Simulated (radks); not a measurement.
The numbers below are computed, except where a source is named.
Question: The mean radii <r> (bohr) of the occupied orbitals of an atom or ion are listed with their occupations. Code: a radial shooting solver on a logarithmic mesh with Libxc functionals. Model: non-relativistic Kohn-Sham, PBE, spin-polarised, spherical densities, point nucleus.

| orbital | occ. | <r> |
|---|---|---|
| 1s up | 1 | 0.5047 |

Name the element and its charge. Open shells, if any, are filled with parallel spins first.

Answer: Z = 3, lithium, charge +2: Li2+ in 1s1. The 1s radius gives Z: for a bare nucleus <r> = 1.5/Z, 0.5 bohr for Z = 3, and the self-interaction of the functional makes it slightly larger (0.5047 here). The occupations add up to 1, and the charge is Z minus that.
